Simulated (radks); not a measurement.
Values are calculated unless marked as measured or tabulated.
Q: The table gives one normalised radial function P(r) = r R(r) (large component) of Te3+ in [Kr] 4d10 5s2 5p0.5 4f0.5 (r in bohr). Code: a radial shooting solver on a logarithmic mesh with Libxc functionals. Model: Dirac Kohn-Sham, PBE, spin-unpolarised, spherical densities, point nucleus; open shells fill j = l - 1/2 first.

r,P
0.001744,0.0061
0.00273,0.0112
0.004273,0.0215
0.006688,0.0421
0.01038,0.0813
0.01625,0.1543
0.02544,0.2717
0.03982,0.4140
0.06182,0.4744
0.09676,0.2463
0.1514,-0.3423
0.237,-0.7176
0.3681,-0.0502
0.5761,1.0959
0.9017,1.1262
1.411,0.3972
2.209,0.0455
3.43,0.0012
5.368,0.0000
8.402,0.0000

Which n and l does it have? It may be an empty orbital.

A: n = 4, l = 1: the number of nodes gives n - l - 1 = 2, the rise at small r points to l (for j = l - 1/2 the large component starts as r^gamma with gamma = sqrt(l^2 - (Z/c)^2) = 0.93 and the r^(l+1) term takes over further out; the orbital of l - 1 with the same j starts with the same power, but with a larger coefficient, and does not steepen), and the extent must fit the shell. The curve is that of 4p1/2; the two j differ most near the nucleus, where j = l - 1/2 has the larger amplitude, and in heavy atoms j = l - 1/2 is also the more compact. 4p1/2: eigenvalue -152.88 eV, 2 radial nodes at r = 0.119, 0.375 bohr, <r> = 0.801 bohr, 90 % of the charge inside 1.17 bohr.
